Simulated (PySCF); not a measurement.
Al(Me)(OH)2 (CH5AlO2), SMILES [CH3][Al]([OH])[OH]. Coordinates come from a ωB97X-D3(BJ)/def2-SVP optimisation. The isomer is the one that the SMILES or the coordinates give; other isomers of the formula were not compared. The values are those of a single conformer.

Computed equilibrium geometry at ωB97X-D3(BJ)/def2-SVP (PySCF confirms it by a frequency run) as a Z-matrix, and its point group (one conformer of several):
point group Cs.
```
Al
O 1 1.7059
H 2 0.9577 1 129.32
O 1 1.7059 2 122.18 3 0.88
H 4 0.9577 1 129.32 2 -0.88
C 1 1.9356 2 118.91 3 -178.63
H 6 1.1016 1 111.72 2 -151.20
H 6 1.1016 7 108.62 1 -123.69
H 6 1.1037 7 107.19 8 -115.50
```
